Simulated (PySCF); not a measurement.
**Mayer bond orders and bond lengths**

Compound: C₇H₈O₂Si.
Numbering: `[CH3:1][CH2:2][O:3][SiH2:4][C:5]#[C:6][C:7]#[C:8][CH:9]=[O:10]` (hydrogens: H11, H12, H13 on C1; H14, H15 on C2; H16, H17 on Si4; H18 on C9)

Structure used (GFN2-xTB), in Å, numbered top down from 1:
```xyz
18
C7H8O2Si angstrom
C     -3.7034   -0.3578   -0.0558
C     -2.2632   -0.6003    0.3677
O     -1.6710   -1.5297   -0.4963
Si    -0.1919   -2.1763   -0.5154
C      1.1166   -0.8570   -0.6097
C      1.9304    0.0455   -0.6398
C      2.8314    1.0527   -0.6688
C      3.6376    1.9623   -0.6906
C      4.5817    3.0205   -0.7129
O      4.3972    4.1401   -0.3084
H     -4.2628   -1.2890   -0.0196
H     -4.1684    0.3645    0.6093
H     -3.7315    0.0244   -1.0728
H     -1.6939    0.3370    0.3355
H     -2.2289   -0.9821    1.3957
H      0.1225   -2.9198    0.7102
H     -0.2636   -2.9393   -1.7498
H      5.5525    2.7109   -1.1550
```

Bond orders from the PBE0/pcSseg-1 density (PySCF). The structure is a single GFN2-xTB conformer in the gas phase; no vibrational or solvent corrections.

Question: How far do the computed orders between heavy atoms stray from the drawn ones?

Answer: The largest departure is 1.131, at C7–C8 (drawn triple, 1.869). Drawn single, order above 1.12: C8–C9 (1.141). Drawn single, order below 0.88: C2–O3 (0.860). Drawn double or triple, more than 0.30 short of the drawn order: C5–C6 (2.160) and C7–C8 (1.869).

Question: Set the Mayer orders of the bonds between heavy atoms beside their lengths.

Answer: 
```csv
bond,drawn as,length (Å),Mayer order
C1–C2,single,1.521,1.067
C2–O3,single,1.400,0.860
O3–Si4,single,1.614,1.034
Si4–C5,single,1.861,0.902
C5–C6,triple,1.216,2.160
C6–C7,single,1.352,0.930
C7–C8,triple,1.216,1.869
C8–C9,single,1.418,1.141
C9–O10,double,1.205,1.958
```

Bonds between the same two heavy elements. C–C: lowest C6–C7 (0.930, 1.352 Å), highest C5–C6 (2.160, 1.216 Å); in 2 of the 10 pairs the longer bond (by over 0.003 Å) has the higher order (by 0.02 or more). C–O: lowest C2–O3 (0.860, 1.400 Å), highest C9–O10 (1.958, 1.205 Å).

Question: And the bonds to hydrogen?

Answer: C–H: 0.93 to 0.97 (6 bonds); H–Si: 0.91 to 0.93 (2 bonds).

Question: Sum the orders of all bonds at each heavy atom with more than one neighbour and set the sums beside the valence in the SMILES.

Answer: C1 3.958 (drawn 4), C2 3.822 (drawn 4), O3 1.894 (drawn 2), Si4 3.771 (drawn 4), C5 3.062 (drawn 4), C6 3.090 (drawn 4), C7 2.799 (drawn 4), C8 3.010 (drawn 4), C9 4.026 (drawn 4). Orders between atoms that aren't bonded are not in these sums.

Mayer orders depend on the basis set.

The run behind these numbers computed NMR shieldings as well. On Arm Neoverse V1, one thread, shared host with 32 logical CPUs at a one-minute load of 27, this took 48 s of wall time and 0.95 GiB of memory at its peak.
